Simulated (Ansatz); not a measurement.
Start from `[F][Al]([F])[Br]` and change one atom or group to get `C[NH][Al]([F])[F]`.

Ansatz, PBE0-D4/def2-TZVP geometries, multiplicity 1. Each molecule was computed in one conformer, which needn't be the lowest.

Scalar relativity is left out up to krypton.

```csv
property,`[F][Al]([F])[Br]`
HOMO energy (ωB97M-V/def2-TZVPP) / eV,-11.48
LUMO energy (PBE/def2-TZVPP) / eV,-2.34
HOMO energy (B3LYP/def2-TZVPP) / eV,-8.96
zero-point energy (PBE0-D4/def2-TZVP) / kJ/mol,16.8
LUMO energy (PBE0/def2-TZVPP) / eV,-1.47
HOMO energy (PBE0/def2-TZVPP) / eV,-9.25
```

Q: Give the same properties after the change, and the shifts. (Best estimate.)

A: Ansatz gave: 
| property | `C[NH][Al]([F])[F]` | shift |
| --- | --- | --- |
| HOMO energy (ωB97M-V/def2-TZVPP) / eV | -9.61 | 1.87 |
| LUMO energy (PBE/def2-TZVPP) / eV | -1.48 | 0.86 |
| HOMO energy (B3LYP/def2-TZVPP) / eV | -7.04 | 1.92 |
| zero-point energy (PBE0-D4/def2-TZVP) / kJ/mol | 157.3 | 140.5 |
| LUMO energy (PBE0/def2-TZVPP) / eV | -0.60 | 0.87 |
| HOMO energy (PBE0/def2-TZVPP) / eV | -7.27 | 1.98 |

With PBE0 the HOMO rises by 1.98 eV and the LUMO rises by 0.87 eV, so the gap narrows by about 1.11 eV. PBE moves the HOMO by 2.02 eV and ωB97M-V by 1.87 eV. The zero-point energy changes by 140.5 kJ/mol with +15 modes.

B3LYP here is the variant with VWN-RPA as its local correlation; programs differ in this.

Spin–orbit coupling is left out; it splits and shifts lone-pair levels of the heavy atoms by tenths of an eV.
